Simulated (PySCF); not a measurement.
F (SMILES [F-]), charge -1, singlet; PBE/def2-SVP (PySCF).

The PySCF input:
```python
from pyscf import gto, scf, dft

mol = gto.Mole()
mol.atom = '''
    F     0.00000000    0.00000000    0.00000000
'''
mol.basis = 'def2-svp'
mol.charge = -1
mol.verbose = 4
mol.build()

mf = dft.RKS(mol)
mf.xc = 'pbe'
mf.diis = False
mf.max_cycle = 100
mf.kernel()
mf.analyze()
```

Problem. Write the output that PySCF gives for this input, abridged.

Solution. 
```
PySCF version 2.14.0

[INPUT] verbose = 4
[INPUT] num. atoms = 1
[INPUT] num. electrons = 10
[INPUT] charge = -1
[INPUT] spin (= nelec alpha-beta = 2S) = 0
[INPUT] symmetry False subgroup None
[INPUT] Mole.unit = angstrom
[INPUT] Symbol           X                Y                Z      unit          X                Y                Z       unit  Magmom
[...]
nuclear repulsion = 0
number of shells = 6
number of NR pGTOs = 24
number of NR cGTOs = 14
basis = def2-svp
ecp = {}

******** <class 'pyscf.dft.rks.RKS'> ********
method = RKS
initial guess = minao
damping factor = 0
level_shift factor = 0
DIIS disabled
SCF conv_tol = 1e-09
SCF conv_tol_grad = None
SCF max_cycles = 100
direct_scf = True
direct_scf_tol = 1e-13
XC library pyscf.dft.libxc version 7.1.2
    S. Lehtola, C. Steigemann, M. J. T. Oliveira, and M. A. L. Marques,  SoftwareX 7, 1–5 (2018)
XC functionals = pbe
    J. P. Perdew, K. Burke, and M. Ernzerhof,  Phys. Rev. Lett. 77, 3865 (1996)
    J. P. Perdew, K. Burke, and M. Ernzerhof,  Phys. Rev. Lett. 78, 1396 (1997)
    J. P. Perdew, K. Burke, and M. Ernzerhof,  Phys. Rev. Lett. 77, 3865 (1996)
    J. P. Perdew, K. Burke, and M. Ernzerhof,  Phys. Rev. Lett. 78, 1396 (1997)
radial grids:
    Treutler-Ahlrichs [JCP 102, 346 (1995); DOI:10.1063/1.469408] (M4) radial grids

becke partition: Becke, JCP 88, 2547 (1988); DOI:10.1063/1.454033
pruning grids: <function nwchem_prune>
grids dens level: 3
symmetrized grids: False
atomic radii adjust function: <function treutler_atomic_radii_adjust>
small_rho_cutoff = 0
Set gradient conv threshold to 3.16228e-05
Initial guess from minao.
tot grids = 14264
init E= -99.4960239378771
[...]
cycle= 1 E= -99.4432072233427  delta_E= 0.0528  |g|= 0.964  |ddm|= 0.451
[...]
cycle= 2 E= -99.3088396823792  delta_E= 0.134  |g|= 1.37  |ddm|= 1.24
[...]
cycle= 3 E= -99.1331743811816  delta_E= 0.176  |g|= 1.68  |ddm|= 1.66
[...]
cycle= 4 E= -98.7444310287739  delta_E= 0.389  |g|= 2.35  |ddm|= 2.18
[...]
cycle= 5 E= -98.4461385428429  delta_E= 0.298  |g|= 2.53  |ddm|= 2.74
[...]
cycle= 6 E= -97.707273734251  delta_E= 0.739  |g|= 3.38  |ddm|= 3.33
[...]
cycle= 7 E= -97.6072853200123  delta_E=  0.1  |g|= 3.13  |ddm|= 3.82
[...]
cycle= 8 E= -96.7569236611971  delta_E= 0.85  |g|= 3.98  |ddm|= 4.21
[...]
cycle= 9 E= -97.092744692279  delta_E= -0.336  |g|= 3.37  |ddm|= 4.45
[...]
cycle= 10 E= -96.3073994963443  delta_E= 0.785  |g|=  4.2  |ddm|= 4.61
[...]
cycle= 11 E= -96.9004222471752  delta_E= -0.593  |g|= 3.44  |ddm|=  4.7
[...]
[...]
cycle= 80 E= -96.1063277823746  delta_E= 0.716  |g|= 4.28  |ddm|=  4.8
[...]
cycle= 81 E= -96.8223835429819  delta_E= -0.716  |g|= 3.47  |ddm|=  4.8
[...]
cycle= 82 E= -96.1063277823746  delta_E= 0.716  |g|= 4.28  |ddm|=  4.8
[...]
cycle= 83 E= -96.8223835429819  delta_E= -0.716  |g|= 3.47  |ddm|=  4.8
[...]
cycle= 84 E= -96.1063277823746  delta_E= 0.716  |g|= 4.28  |ddm|=  4.8
[...]
cycle= 85 E= -96.8223835429819  delta_E= -0.716  |g|= 3.47  |ddm|=  4.8
[...]
cycle= 86 E= -96.1063277823746  delta_E= 0.716  |g|= 4.28  |ddm|=  4.8
[...]
cycle= 87 E= -96.8223835429819  delta_E= -0.716  |g|= 3.47  |ddm|=  4.8
[...]
cycle= 88 E= -96.1063277823746  delta_E= 0.716  |g|= 4.28  |ddm|=  4.8
[...]
cycle= 89 E= -96.8223835429819  delta_E= -0.716  |g|= 3.47  |ddm|=  4.8
[...]
cycle= 90 E= -96.1063277823745  delta_E= 0.716  |g|= 4.28  |ddm|=  4.8
[...]
cycle= 91 E= -96.8223835429819  delta_E= -0.716  |g|= 3.47  |ddm|=  4.8
[...]
cycle= 92 E= -96.1063277823745  delta_E= 0.716  |g|= 4.28  |ddm|=  4.8
[...]
cycle= 93 E= -96.8223835429819  delta_E= -0.716  |g|= 3.47  |ddm|=  4.8
[...]
cycle= 94 E= -96.1063277823745  delta_E= 0.716  |g|= 4.28  |ddm|=  4.8
[...]
cycle= 95 E= -96.8223835429819  delta_E= -0.716  |g|= 3.47  |ddm|=  4.8
[...]
cycle= 96 E= -96.1063277823745  delta_E= 0.716  |g|= 4.28  |ddm|=  4.8
[...]
cycle= 97 E= -96.8223835429819  delta_E= -0.716  |g|= 3.47  |ddm|=  4.8
[...]
cycle= 98 E= -96.1063277823746  delta_E= 0.716  |g|= 4.28  |ddm|=  4.8
[...]
cycle= 99 E= -96.8223835429819  delta_E= -0.716  |g|= 3.47  |ddm|=  4.8
[...]
cycle= 100 E= -96.1063277823746  delta_E= 0.716  |g|= 4.28  |ddm|=  4.8
SCF not converged.
SCF energy = -96.1063277823746
**** SCF Summaries ****
Total Energy =                         -96.106327782374564
Nuclear Repulsion Energy =               0.000000000000000
One-electron Energy =                 -128.866296518568987
Two-electron Energy =                   32.759968736194423
Two-electron Coulomb Energy =           41.820425554642604
DFT Exchange-Correlation Energy =       -9.060456818448181
HOMO-LUMO gap [eV] =                    38.470209456656711
**** MO energy ****
[...]
 ** Mulliken pop on meta-lowdin orthogonal AOs  **
 ** Mulliken pop  **
[...]
 ** Mulliken atomic charges  **
charge of    0F =     -1.00000

WARN: System has nonzero charge -1; the dipole moment is origin-dependent.
Location of origin: [0. 0. 0.]

Dipole moment(X, Y, Z, Debye): -0.00000,  0.00000,  0.00000
```

The run did not converge; its last values are not results.
